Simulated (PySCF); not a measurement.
Molfile (atoms numbered from 1):
```
C9H8
     RDKit          3D

 17 16  0  0  0  0  0  0  0  0999 V2000
   -0.0174    3.1693   -0.3471 C   0  0  0  0  0  0  0  0  0  0  0  0
   -0.2841    1.9966   -0.3355 C   0  0  0  0  0  0  0  0  0  0  0  0
   -0.6492    0.6353   -0.3482 C   0  0  0  0  0  0  0  0  0  0  0  0
   -2.0092    0.3432   -0.9052 C   0  0  0  0  0  0  0  0  0  0  0  0
    0.1931   -0.3247    0.1177 C   0  0  0  0  0  0  0  0  0  0  0  0
   -0.1957   -1.6864    0.0938 C   0  0  0  0  0  0  0  0  0  0  0  0
   -0.5132   -2.8450    0.0784 C   0  0  0  0  0  0  0  0  0  0  0  0
    1.5074   -0.0068    0.6530 C   0  0  0  0  0  0  0  0  0  0  0  0
    2.3650   -0.9076    1.1214 C   0  0  0  0  0  0  0  0  0  0  0  0
    0.2326    4.1880   -0.3492 H   0  0  0  0  0  0  0  0  0  0  0  0
   -2.2132   -0.7243   -0.8813 H   0  0  0  0  0  0  0  0  0  0  0  0
   -2.0763    0.6984   -1.9338 H   0  0  0  0  0  0  0  0  0  0  0  0
   -2.7711    0.8670   -0.3272 H   0  0  0  0  0  0  0  0  0  0  0  0
   -0.7946   -3.8556    0.0633 H   0  0  0  0  0  0  0  0  0  0  0  0
    1.7605    1.0455    0.6506 H   0  0  0  0  0  0  0  0  0  0  0  0
    3.3280   -0.6213    1.5079 H   0  0  0  0  0  0  0  0  0  0  0  0
    2.1304   -1.9594    1.1315 H   0  0  0  0  0  0  0  0  0  0  0  0
  1  2  3  0
  2  3  1  0
  3  4  1  0
  3  5  2  0
  5  6  1  0
  6  7  3  0
  5  8  1  0
  8  9  2  0
  1 10  1  0
  4 11  1  0
  4 12  1  0
  4 13  1  0
  7 14  1  0
  8 15  1  0
  9 16  1  0
  9 17  1  0
M  END
```

Calculated, not measured (PySCF 2.14): NMR shieldings at PBE0/pcSseg-1/GIAO, GFN2-xTB structure. A single conformation, equivalent nuclei averaged, in vacuum, non-relativistic.

Q: List the cross peaks expected in HSQC, COSY and HMBC spectra.

A: 

HSQC (one-bond C–H):
| δH | δC |
| --- | --- |
| 7.41 (H15) | 142.1 (C8) |
| 6.21 (H17) | 127.0 (C9) |
| 5.75 (H16) | 127.0 (C9) |
| 3.63 (H10) | 102.8 (C1) |
| 3.44 (H14) | 100.8 (C7) |
| 2.41 (H11/H12/H13) | 25.6 (C4) |

COSY cross peaks (H two or three bonds apart, from the bond graph; peaks can be absent where the dihedral angle is near 90°):
| δH | δH |
| --- | --- |
| 7.41 (H15) | 6.21 (H17) |
| 7.41 (H15) | 5.75 (H16) |
| 6.21 (H17) | 5.75 (H16) |

HMBC (two and three bonds, from the bond graph):
| δH | δC |
| --- | --- |
| 7.41 (H15) | 136.1 (C5), 135.3 (C3), 127.0 (C9), 83.4 (C6) |
| 6.21 (H17) | 142.1 (C8), 136.1 (C5) |
| 5.75 (H16) | 142.1 (C8), 136.1 (C5) |
| 3.63 (H10) | 135.3 (C3), 86.9 (C2) |
| 3.44 (H14) | 136.1 (C5), 83.4 (C6) |
| 2.41 (H11/H12/H13) | 136.1 (C5), 135.3 (C3), 86.9 (C2) |

Shifts are taken against calculated references (same method and geometry level): 1H (σ = 31.72 ppm), 13C (σ = 186.93 ppm) against TMS.

Shifts are as computed. Against solution values, carbons near 30 ppm lie about +3 ppm off and those near 130 ppm about +5 ppm. Of 1211 compounds with measured shifts, 218 miss one by over three times the rms of a fit or turn the order of signals round; such compounds aren't used in these exercises.
